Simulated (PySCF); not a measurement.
Computed IR spectrum (relative IR intensity) of a molecule C2H5ClOSi2. The structure is a stationary point at B3LYP-D3(BJ)/def2-SVP. The values are those of a single conformer. The numbers are results of PySCF 2.14.0 with B3LYP-D3(BJ)/def2-SVP, not measurements. Frequencies are harmonic and unscaled.

Lines under 2 % of the strongest are left out, and lines within 2 cm⁻¹ are merged.

| ν (cm⁻¹) | relative intensity |
|---|---|
| 176 | 2.9 |
| 237 | 4.5 |
| 309 | 30 |
| 359 | 36 |
| 420 | 5.3 |
| 438 | 8.5 |
| 489 | 9.4 |
| 532 | 11 |
| 636 | 5.1 |
| 673 | 28 |
| 719 | 13 |
| 773 | 78 |
| 790 | 25 |
| 853 | 86 |
| 892 | 27 |
| 902 | 31 |
| 931 | 100 |
| 963 | 49 |
| 1177 | 24 |
| 1546 | 35 |
| 2201 | 67 |
| 2209 | 61 |
| 2256 | 61 |
| 3868 | 51 |

### Question
Which structure fits?
(A) [SiH3][Si@]1(Cl)C=CO1
(B) Cl[SiH2]C1=C[SiH2]O1
(C) O[Si@@H]1[SiH2]C=C1Cl
(D) C=C1[SiH2]O[Si@H]1Cl

### Answer
C, O[Si@@H]1[SiH2]C=C1Cl
